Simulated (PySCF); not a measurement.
## Low-lying terms of Li⁺ (lithium, charge +1)

Ground state 1s2, ¹S. Calculation: PySCF 2.14, in aug-cc-pVDZ with two added diffuse shells each of s, p, d type (6s5p4d, 41 functions); no relativity, point nucleus. Vertical excitation energies in eV without spin-orbit coupling; excited terms of each kind are numbered among those the solver found. Frozen: nothing.

```tsv
term	leading excitation	EOM-EE-CCSD	measured centre of gravity (NIST)
1 3S	1s → s	60.847	59.021 (1s2s)
1 1S	1s → s	61.541	69.280 (1s3s)
1 3P°	1s → p	63.106	61.281 (1s2p)
1 1P°	1s → p	63.482	62.216 (1s2p)
1 3D	1s → d	69.848	n/a
1 1D	1s → d	69.851	n/a
2 3S	1s → s	70.056	n/a
2 1S	1s → s	70.097	n/a
2 3P°	1s → p	70.256	n/a
2 1P°	1s → p	70.337	n/a
2 3D	1s → d	72.754	n/a
2 1D	1s → d	72.757	n/a
```

Only the lower part of the computed list is shown. Doubly excited terms such as np² are absent. The solver can miss terms. Rydberg members are limited by the diffuse functions of the basis.
